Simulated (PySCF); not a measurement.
## Identify the compound

Molecular formula: C$_{3}$H$_{10}$N$_{2}$OSi. Simulated spectra:

$^{1}$H NMR (400 MHz, computed): δ 8.88 (m, 1H), 8.75 (m, 1H), 4.76 (s, 1H), 2.52 (s, 6H), 1.89 (br s, 1H).

$^{13}$C{$^{1}$H} NMR (computed): δ 173.5 (CH2), 37.7 (CH3, 2C).

All values are calculated (PySCF): structure optimised with GFN2-xTB, shielding tensors at PBE0/pcSseg-1 (GIAO). In vacuum, one averaged value for each set of equivalent atoms, single conformer, relativity neglected.

δ = σ(ref) − σ, references computed at the same level: TMS for $^{1}$H (31.72 ppm) and $^{13}$C (186.93 ppm).

Task: Deduce the structure.

Result: 
- The formula gives 1 degree of unsaturation (no ring in the answer).
- 2 carbon signals for 3 carbons: some carbons are equivalent by symmetry or fast rotation.
- Carbon types of the structure: 1 × CH2, 2 × CH3, leaving 2 H on heteroatoms.
- δC 173.5: C=N carbon.
- δC 37.7: methyl carbon bonded to N; deshielded by the electronegative neighbour.
- δH 8.88, 8.75: hydrogen on a C=N carbon.
- δH 4.76: hydrogen on a silicon bonded to 2 N, O.
- δH 2.52: hydrogen on a methyl carbon bonded to N; its carbon carries N, which withdraws density.
- δH 1.89: hydrogen on an oxygen bonded to Si; labile proton, position sensitive to the medium.

Structure: SMILES C=N[Si@H](O)N(C)C.

The shifts were computed for this structure.

Exchangeable OH/NH protons stand at their gas-phase positions; hydrogen bonding in a real sample shifts them, mostly to higher δ. Shifts are as computed. Against solution values, carbons near 30 ppm lie about +3 ppm off and those near 130 ppm about +5 ppm. Of 1211 compounds with measured shifts, 218 miss one by over three times the rms of a fit or turn the order of signals round; such compounds aren't used in these exercises. No couplings were computed; multiplicities are counted from neighbouring protons, with m where these are inequivalent, close in shift, in a saturated or five-membered ring or joined by F or P, and br s for small geminal =CH2 splittings.
